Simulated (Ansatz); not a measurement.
The same path of FH3O3Zr + H2 (10 atoms, charge 0, multiplicity 1) was run twice with different band settings.

The calculation used Ansatz 0.2.0, RKS PBE0-D4/def2-SVP.

Relaxed end points:

```xyz
10
Properties=species:S:1:pos:R:3
Zr -0.217 -0.364 0.000
F 0.029 0.038 1.868
O 1.506 -0.570 -0.815
H 2.331 -0.671 -1.285
O -1.178 1.082 -0.815
H -1.637 1.774 -1.286
O -1.220 -1.992 -0.145
H -1.713 -2.791 -0.319
H 1.669 2.704 1.807
H 1.284 2.077 2.004
```

```xyz
10
Properties=species:S:1:pos:R:3
Zr -0.666 0.229 -0.116
F -1.304 1.297 1.348
O 1.183 0.660 -0.425
H 2.072 0.820 -0.738
O -1.708 0.634 -1.674
H -2.211 0.758 -2.477
O -0.848 -1.624 0.345
H -0.886 -2.564 0.511
H 2.408 0.558 1.798
H 2.815 0.521 2.441
```

Common settings: spring 5.0 eV/Å²; optimiser quadratic models (default); start path through a guess of the saddle point; force threshold 0.05 eV/Å; end points relaxed.

| run | movable images | climbing image | iteration limit |
| --- | --- | --- | --- |
| 1 | 9 | yes | 42 |
| 2 | 4 | no | 60 |

Task: What does each run give, and how far can it be trusted?

Result: Run 1: converged after 28 iterations, highest image 0.016 eV above the first end. Beside the main top the profile has a ripple of under 15 meV (maxima at images 5, 8), which may be a very shallow well or noise. A vibrational analysis at the climbing image gives one clearly imaginary mode, 104i cm⁻¹: a first-order saddle point.
Run 2: converged after 20 iterations, highest image 0.017 eV above the first end. No image climbed, so the highest image needn't sit at the top of the path.
